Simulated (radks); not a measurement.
Effect of the nuclear size on the neon ion Ne3+, [He] 2s2 2p3. All-electron calculation, Dirac Kohn-Sham, PBE, spin-unpolarised, spherical densities, finite nucleus; open shells fill j = l - 1/2 first; Fermi nuclear charge, rms radius 3.0055 fm. Program: a radial shooting solver on a logarithmic mesh with Libxc functionals. The rms radius is varied about that value; shifts are against it.

| rms radius (fm) | total energy shift (eV) | density at nucleus (e/bohr^3) | 1s1/2 shift (meV) |
|---|---|---|---|
| 2.5156 | -0.000362 | 658.1 | -0.145 |
| 2.744 | -0.000201 | 657.7 | -0.080 |
| 3.0055 | 0 | 657.3 | 0.000 |
| 3.2069 | 0.000167 | 656.9 | 0.067 |
| 3.7298 | 0.000651 | 656.2 | 0.261 |

Slopes of the eigenvalues against <r^2> in GHz/fm^2, as finite differences over the two radii next to the reference (eigenvalue slopes, not the field-shift constants of lines): 1s1/2 12.9.
